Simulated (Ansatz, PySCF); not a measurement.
Complex: H2O (SMILES O) (first 3 atoms) with H2Se (SMILES [SeH2]); geometry from B3LYP-D3(BJ)/def2-TZVP.
(charge 0, multiplicity 1):
```xyz
6

O     -0.03281    -0.38616     0.22299
H      0.71614     0.20230     0.07939
H     -0.79865     0.19173     0.30871
Se     0.48795    -0.17006     3.34787
H      0.44624    -1.56909     2.91023
H      0.74638    -0.55461     4.74625
```

Monomers are frozen at their geometry in the pair; levels with a basis set take the counterpoise correction. Rows marked so take none.

Frozen-core correlation. Filled d and f shells under p-block atoms count as core. Rows in 6-31G* carry no dispersion term and start afresh at each structure (6-31G* with six Cartesian d functions); the Pople sets are all-electron and without relativity.

Programs: Ansatz (Gaussian orbitals); PySCF for 6-31G* rows, the dispersion terms. Values without a source in brackets are computed.

Predict the interaction energy from BLYP-D4/def2-TZVPPD.

-1.9 kcal/mol

Give the interaction energy at the level HF/6-31G* (no counterpoise).

-2.3 kcal/mol

Estimate the interaction energy that CCSD/aug-cc-pVTZ returns for this input.

-1.5 kcal/mol

Ansatz is a program for electronic structure.
